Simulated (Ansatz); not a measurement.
The same group exchange along the group Mg, Zn, Cd.

Computed with Ansatz on PBE0-D4/def2-TZVP structures; ΔE is electronic, products minus reactants. CCSD(T)/CBS adds triple-zeta CCSD(T) − MP2 to the extrapolated MP2 energy (def2 sets, frozen cores). Elements past krypton have def2 core potentials. For Cd, Mg, Zn outer-core shells are correlated without core-valence functions, which leaves a few kJ/mol of doubt a bond. Scalar relativity is left out up to krypton. Each species was taken in one conformer, which may not be the lowest.

```json
{"reaction": "`C[O][Mg][Cl]` + `N=C1CC1F` → `C[O][Mg][F]` + `N=C1CC1Cl`", "HF/CBS(def2) (kJ/mol)": "20"}
{"reaction": "`C[O][Zn][Cl]` + `N=C1CC1F` → `C[O][Zn][F]` + `N=C1CC1Cl`", "HF/CBS(def2) (kJ/mol)": "58"}
{"reaction": "`C[O][Cd][Cl]` + `N=C1CC1F` → `C[O][Cd][F]` + `N=C1CC1Cl`", "HF/CBS(def2) (kJ/mol)": "83"}
```

Q: Give the CCSD(T)/CBS values in the same order. (An estimate is asked.)

A: Ansatz gave: -9, 33, 56 kJ/mol.

Largest T1 diagnostic: 0.018, for `C[O][Cd][F]`.
